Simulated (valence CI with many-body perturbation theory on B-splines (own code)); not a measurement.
## E1 transitions of Ru31+

Method: relativistic CI+MBPT: three valence electrons over a frozen Dirac-Fock core [Ne], a basis of 11 s, 11 p, 9 d, 7 f, 5 g, 2 h, 1 i functions for each j, with the one-electron correlation potential Σ1, the two-electron term Σ2, the three-electron term Σ3, Breit, model QED; selected CI, second order for the rest (own B-spline code, finite nucleus).

The last digits are not significant, and no measured levels were compared; by estimate large intervals hold to a few tenths of a per cent, small ones and those within an open d or f shell to about a per cent.

Lines 201 to 250 of 288 in falling wavelength, among levels below 372.65 eV, chosen from the strongest by gf and those to the six lowest levels. Wavelengths and rates use the calculated energies. Electric multipoles are in the length gauge, E1 and E2 with the static RPA response of the core. Weak lines are less certain than strong ones. Lines between different terms over intervals too small for the method are left out, as are lines whose strength nearly cancels. The highest levels of a list are the least certain.

Levels are named by their leading jj configuration (3d3/2^4 stands for four electrons in 3d with j = 3/2), which in mixed levels can hold well under half, so a name can repeat and another be missing. Letters in brackets count levels of one name in rising energy.

```
λ vac (Å)                          Upper                       Lower   A (s⁻¹)  S (a.u.)
    84.30     (3s 3p3/2 3d3/2) J=3/2 [a]  (3s 3p1/2 3p3/2) J=3/2 [a]  4.35e+10  5.14e-02
    84.28  (3p1/2 3p3/2 3d3/2) J=3/2 [b]       (3p1/2^2 3p3/2) J=3/2  1.08e+11  1.28e-01
    84.10          (3p3/2^2 3d3/2) J=3/2  (3s 3p1/2 3d5/2) J=5/2 [a]  2.10e+10  2.47e-02
    83.74     (3s 3p1/2 3d3/2) J=3/2 [b]          (3s 3p1/2^2) J=1/2  1.08e+11  1.25e-01
    83.70     (3s 3d3/2 3d5/2) J=5/2 [a]       (3p1/2 3p3/2^2) J=3/2  1.56e+10  2.70e-02
    83.62             (3s 3d3/2^2) J=1/2      (3s 3p1/2 3d3/2) J=1/2  5.92e+10  3.42e-02
    83.62         (3s 3p1/2 3d3/2) J=1/2          (3s 3p1/2^2) J=1/2  1.40e+11  8.09e-02
    83.54          (3p3/2^2 3d3/2) J=7/2  (3s 3p1/2 3d5/2) J=5/2 [b]  1.62e+10  3.74e-02
    83.50             (3s 3d3/2^2) J=1/2  (3s 3p1/2 3d3/2) J=3/2 [b]  1.34e+11  7.68e-02
    83.48             (3s^2 3d3/2) J=3/2          (3s^2 3p1/2) J=1/2  1.58e+11  1.81e-01
    83.39             (3s 3d5/2^2) J=9/2      (3s 3p1/2 3d5/2) J=7/2  7.16e+09  2.05e-02
    83.38  (3p1/2 3p3/2 3d3/2) J=1/2 [b]       (3p1/2^2 3p3/2) J=3/2  1.07e+11  6.11e-02
    83.36     (3s 3d3/2 3d5/2) J=5/2 [a]  (3s 3p1/2 3d5/2) J=5/2 [a]  6.26e+10  1.07e-01
    82.76         (3s 3d3/2 3d5/2) J=3/2  (3s 3p1/2 3d5/2) J=5/2 [b]  8.57e+10  9.58e-02
    82.72         (3s 3p3/2 3d5/2) J=1/2      (3s 3p1/2 3p3/2) J=1/2  5.63e+10  3.15e-02
    82.45     (3s 3p3/2 3d3/2) J=5/2 [a]  (3s 3p1/2 3p3/2) J=3/2 [a]  4.31e+10  7.15e-02
    82.24     (3s 3p3/2 3d3/2) J=3/2 [b]  (3s 3p1/2 3p3/2) J=3/2 [a]  5.47e+10  6.00e-02
    82.22     (3s 3d3/2 3d5/2) J=5/2 [b]  (3s 3p1/2 3d5/2) J=5/2 [b]  6.40e+10  1.05e-01
    82.16     (3s 3p3/2 3d3/2) J=1/2 [a]  (3s 3p1/2 3p3/2) J=3/2 [a]  9.98e+10  5.46e-02
    81.62     (3s 3p3/2 3d5/2) J=5/2 [a]      (3s 3p1/2 3p3/2) J=5/2  4.04e+09  6.51e-03
    81.50             (3s 3d3/2^2) J=5/2      (3s 3p1/2 3d3/2) J=5/2  8.43e+10  1.35e-01
    80.72     (3s 3d3/2 3d5/2) J=5/2 [b]      (3s 3p1/2 3d5/2) J=7/2  1.52e+10  2.36e-02
    80.58             (3s 3p3/2^2) J=1/2          (3s^2 3p1/2) J=1/2  4.61e+09  2.38e-03
    80.43             (3s 3d3/2^2) J=3/2  (3s 3p1/2 3d3/2) J=3/2 [a]  9.15e+10  9.40e-02
    80.26     (3s 3p3/2 3d5/2) J=3/2 [a]  (3s 3p1/2 3p3/2) J=3/2 [a]  1.16e+09  1.18e-03
    80.11     (3s 3p3/2 3d3/2) J=1/2 [b]      (3s 3p1/2 3p3/2) J=1/2  5.01e+10  2.54e-02
    78.90          (3p3/2^2 3d3/2) J=7/2  (3s 3p1/2 3d5/2) J=5/2 [a]  3.83e+10  7.43e-02
    78.64          (3p1/2 3p3/2^2) J=1/2          (3s 3p1/2^2) J=1/2  2.68e+09  1.29e-03
    78.40     (3s 3p3/2 3d3/2) J=5/2 [b]  (3s 3p1/2 3p3/2) J=3/2 [b]  7.33e+10  1.05e-01
    78.03         (3s 3p3/2 3d5/2) J=1/2  (3s 3p1/2 3p3/2) J=3/2 [b]  1.25e+09  5.87e-04
    77.97     (3s 3p3/2 3d3/2) J=3/2 [c]      (3s 3p1/2 3p3/2) J=5/2  4.01e+08  3.75e-04
    77.71     (3s 3p3/2 3d5/2) J=5/2 [a]  (3s 3p1/2 3p3/2) J=3/2 [a]  1.33e+09  1.85e-03
    77.67             (3s 3p3/2^2) J=3/2          (3s^2 3p1/2) J=1/2  1.91e+10  1.77e-02
    77.40  (3p1/2 3p3/2 3d5/2) J=5/2 [c]       (3p1/2^2 3p3/2) J=3/2  4.79e+10  6.57e-02
    77.05     (3s 3p3/2 3d5/2) J=7/2 [b]      (3s 3p1/2 3p3/2) J=5/2  2.68e+10  4.84e-02
    75.70     (3s 3p3/2 3d3/2) J=1/2 [b]  (3s 3p1/2 3p3/2) J=3/2 [b]  5.19e+09  2.22e-03
    74.40     (3s 3p3/2 3d3/2) J=3/2 [c]  (3s 3p1/2 3p3/2) J=3/2 [a]  2.96e+07  2.41e-05
    74.06     (3s 3p3/2 3d5/2) J=3/2 [b]  (3s 3p1/2 3p3/2) J=3/2 [b]  1.21e+06  9.66e-07
    73.83     (3s 3p3/2 3d3/2) J=3/2 [a]          (3s 3p1/2^2) J=1/2  1.22e+10  9.72e-03
    73.56     (3s 3p3/2 3d5/2) J=5/2 [b]  (3s 3p1/2 3p3/2) J=3/2 [b]  5.78e+08  6.82e-04
    72.82     (3s 3p3/2 3d3/2) J=5/2 [b]      (3s 3p1/2 3p3/2) J=5/2  4.14e+08  4.74e-04
    72.71     (3s 3p3/2 3d5/2) J=7/2 [c]      (3s 3p1/2 3p3/2) J=5/2  6.46e+09  9.81e-03
    72.28                (3p3/2^3) J=3/2  (3s 3p1/2 3p3/2) J=3/2 [b]  5.07e+09  3.78e-03
    72.24     (3s 3p3/2 3d3/2) J=3/2 [b]          (3s 3p1/2^2) J=1/2  6.21e+09  4.62e-03
    72.18     (3s 3p3/2 3d3/2) J=1/2 [a]          (3s 3p1/2^2) J=1/2  1.64e+08  6.08e-05
    70.71     (3s 3p3/2 3d5/2) J=3/2 [a]          (3s 3p1/2^2) J=1/2  1.31e+09  9.11e-04
    69.69     (3s 3p3/2 3d3/2) J=5/2 [b]  (3s 3p1/2 3p3/2) J=3/2 [a]  1.21e+08  1.21e-04
    69.40         (3s 3p3/2 3d5/2) J=1/2  (3s 3p1/2 3p3/2) J=3/2 [a]  9.58e+07  3.16e-05
    69.06     (3s 3p3/2 3d5/2) J=3/2 [b]      (3s 3p1/2 3p3/2) J=5/2  1.06e+09  6.87e-04
    68.63     (3s 3p3/2 3d5/2) J=5/2 [b]      (3s 3p1/2 3p3/2) J=5/2  2.67e+09  2.56e-03
```
